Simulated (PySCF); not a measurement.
C5H13O3Si, charge +1, singlet, at a GFN2-xTB geometry. Base run: HF/STO-3G (PySCF).

PySCF was given this input:
```python
from pyscf import gto, scf

mol = gto.Mole()
mol.atom = '''
    C    -0.91641656   -2.31931406   -1.42596907
    C    -0.44487032   -1.08248142   -1.54083620
    Si   -0.14187058    0.10461714   -0.13032044
    O    -0.33569001    1.67625302   -0.34617717
    C    -1.43253891    2.52160283   -0.64256663
    O    -0.46215718   -0.62438055    1.23946622
    C    -0.76285267   -0.33612068    2.59581626
    O     1.69171766    0.34802319   -0.03671418
    C     2.61661455   -0.73870961    0.01127747
    H    -1.15913827   -2.74779489   -0.46854943
    H    -1.07673129   -2.94567544   -2.28802493
    H    -0.23315791   -0.70945139   -2.53698669
    H    -1.07543930    3.54769264   -0.57087791
    H    -2.24408831    2.36393058    0.06604461
    H    -1.79348234    2.32616212   -1.65136974
    H     0.15073766   -0.40440129    3.18617184
    H    -1.19016977    0.65943058    2.70052197
    H    -1.47717413   -1.08314146    2.93924547
    H     2.05388694    1.11726467   -0.49927576
    H     2.15128333   -1.52587334    0.59828828
    H     2.83322131   -1.11646387   -0.98769197
    H     3.53585994   -0.41534689    0.49806016
'''
mol.basis = 'sto-3g'
mol.charge = 1
mol.verbose = 4
mol.build()

mf = scf.RHF(mol)
mf.kernel()
mo_i, mo_e, stable_i, stable_e = mf.stability(internal=True, external=True, return_status=True, nroots=6, tol=1e-6)
print('internally stable:', stable_i, ' externally stable:', stable_e)
if not stable_e:
    umf = mf.to_uhf() if not hasattr(mf, 'xc') else mf.to_uks()
    umf.scf_summary = {}
    umf.kernel(umf.make_rdm1(mo_e, umf.mo_occ))
```

The bond that is stretched is that between atoms 21 and 9. A test that says stable can miss a lower solution.

The base run was repeated with changes; each row names its change, and settings that it needs were set with it.

```json
[
 {"change": "base", "ΔE vs base (kcal/mol)": "0.000", "<S^2>": "0.000", "E after following the instability (Eh)": "-701.61962", "<S^2> there": "0.25", "HOMO-LUMO gap (eV)": "16.18", "stability test says": "external instability"},
 {"change": "bond × 1.25", "ΔE vs base (kcal/mol)": "25.60", "<S^2>": "0.000", "E after following the instability (Eh)": "-701.57884", "<S^2> there": "0.25", "HOMO-LUMO gap (eV)": "16.18", "stability test says": "external instability"},
 {"change": "bond × 1.5", "ΔE vs base (kcal/mol)": "74.4", "<S^2>": "0.000", "E after following the instability (Eh)": "-701.50100", "<S^2> there": "0.25", "HOMO-LUMO gap (eV)": "16.18", "stability test says": "external instability"},
 {"change": "bond × 1.8", "ΔE vs base (kcal/mol)": "134.3", "<S^2>": "0.000", "E after following the instability (Eh)": "-701.45555", "<S^2> there": "0.75", "HOMO-LUMO gap (eV)": "13.51", "stability test says": "external instability"},
 {"change": "bond × 2.2", "ΔE vs base (kcal/mol)": "198.2", "<S^2>": "0.000", "E after following the instability (Eh)": "-701.44040", "<S^2> there": "0.95", "HOMO-LUMO gap (eV)": "9.50", "stability test says": "external instability"},
 {"change": "bond × 3.0", "ΔE vs base (kcal/mol)": "265.5", "<S^2>": "0.000", "E after following the instability (Eh)": "-701.43657", "<S^2> there": "1.00", "HOMO-LUMO gap (eV)": "5.34", "stability test says": "external instability"}
]
```

Where a bond breaks into two radicals, a solution with restricted orbitals usually stops being the lowest and lies too high; an unrestricted one lies lower at the price of spin contamination, which <S^2> shows.
